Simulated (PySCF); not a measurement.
**Two-component Hartree-Fock for Pb(43+) (lead, charge +43)**

Start: [Kr] 4d3; 4d3/2 filled at m_j = -1/2, +1/2, +3/2. Calculated with PySCF 2.14 in an uncontracted even-tempered set (16 s from 5.5 bohr⁻², ratio 2.8; 14 p from 7.2 bohr⁻², ratio 2.8; 9 d from 7.2 bohr⁻², ratio 2.8; 3 f from 27 bohr⁻², ratio 3): generalised Hartree-Fock with the X2C-1e Hamiltonian and a Gaussian nucleus; one run each with spin-orbit coupling (SO) switched off, then screened by Boettger's factors.

| spinor shell | electrons | ε, spin-free (eV) | ε, screened SO (eV) | weight of nominal j (screened SO) | rms radius, screened SO (bohr) |
| --- | --- | --- | --- | --- | --- |
| 1s1/2 | 2 | -90551.1 | -90509.5 | 1.000 | 0.0181 |
| 2s1/2 | 2 | -18032.9 | -18018.2 | 1.000 | 0.0731 |
| 2p1/2 | 2 | -15779.4 | -17365.8 | 1.000 | 0.0617 |
| 2p3/2 | 4 | -15779.4 | -15165.3 | 1.000 | 0.0700 |
| 3s1/2 | 2 | -5894.9 | -5889.0 | 1.000 | 0.184 |
| 3p1/2 | 2 | -5233.2 | -5598.9 | 1.000 | 0.176 |
| 3p3/2 | 4 | -5233.2 | -5086.1 | 1.000 | 0.192 |
| 3d3/2 | 4 | -4560.7 | -4626.0 | 1.000 | 0.167 |
| 3d5/2 | 6 | -4560.7 | -4511.2 | 1.000 | 0.172 |
| 4s1/2 | 2 | -2644.8 | -2642.4 | 1.000 | 0.386 |
| 4p1/2 | 2 | -2397.4 | -2521.9 | 1.000 | 0.383 |
| 4p3/2 | 4 | -2397.4 | -2346.0 | 1.000 | 0.411 |
| 4d3/2 | 3 | -2153.0 | -2167.3 | 0.998 | 0.392 |

| quantity | spin-free | screened SO |
| --- | --- | --- |
| E (hartree) | -19651.24335 | -19691.40024 |
| M_J | 3/2 | 3/2 |
| ⟨J²⟩ | 6.751 | 3.764 |
| ⟨L²⟩ | 12.001 | 7.713 |
| ⟨S²⟩ | 3.750 | 2.154 |

Each row is a mean over spinors that exchange with the open shell spreads, by up to 14.364 eV (4p1/2).

Breit and QED terms are absent; they matter most for the inner s and p1/2 levels.

Densities and radii are taken from the X2C orbitals without a picture-change correction, which distorts them close to the nucleus.

Without spin-orbit coupling the j labels of p, d and f shells carry no meaning; the spin-free column gives the mean over the occupied spinors of each nl shell, and its ⟨J²⟩ belongs to a mixture of degenerate components.
